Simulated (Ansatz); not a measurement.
Program: Ansatz. Geometries: PBE0-D4/def2-TZVP. ΔE: electronic, gas phase. CCSD(T)/CBS is the MP2 limit (def2-TZVPP, def2-QZVPP) plus CCSD(T) − MP2 in def2-TZVPP, frozen cores. This one scheme is used for every species, atoms too. Functionals use def2-TZVPP. B3LYP here is the variant with VWN-RPA as its local correlation; programs differ in this. HSE06 is defined as in plane-wave codes. No spin–orbit coupling; open shells (•) take unrestricted orbitals. For Ga outer-core shells are correlated without core-valence functions, so the limit isn't a true one: a few kJ/mol of doubt a bond, and 10 to 20 or more in all where bonds break to atoms. Scalar relativity is left out up to krypton. One conformer a species, not always the lowest.

Consider the homolysis of the Ga–H bond: `[NH2][GaH][OH]` → `[NH2][Ga][OH]`• + H•.

| level | ΔE (eV) | difference from CCSD(T)/CBS |
| --- | --- | --- |
| BLYP-D4 | 3.62 | -0.30 |
| PBE0-D4 | 3.64 | -0.28 |
| r2SCANh-D4 | 3.67 | -0.25 |
| CAM-B3LYP-D4 | 3.82 | -0.10 |
| ωB97M-V | 3.80 | -0.12 |
| PBE-QIDH | 3.72 | -0.20 |
| BLYP | 3.58 | -0.34 |
| B3LYP | 3.70 | -0.22 |
| r2SCANh | 3.67 | -0.25 |
| HSE06 | 3.62 | -0.30 |
| LC-ωPBE | 3.74 | -0.18 |
| HF/def2-SVP | 2.99 | -0.93 |
| CCSD(T)/def2-TZVPP | 3.80 | -0.12 |
| HF/def2-QZVPP | 2.95 | -0.97 |
| MP2/def2-QZVPP | 3.76 | -0.16 |
| CCSD/CBS(def2) | 3.93 | 0.01 |
| CCSD(T)/CBS | 3.92 | 0 |

Largest T1 diagnostic among the species: 0.016.

From BLYP to BHLYP (50 % exact exchange), in def2-TZVPP and without D4, ΔE moves by +0.18 eV. At CCSD(T), def2-SVP lies −0.23 eV from the extrapolated value and def2-TZVPP −0.12 eV: correlation converges slowly with the basis, and small sets miss more of it in the bonded molecule than in its fragments.
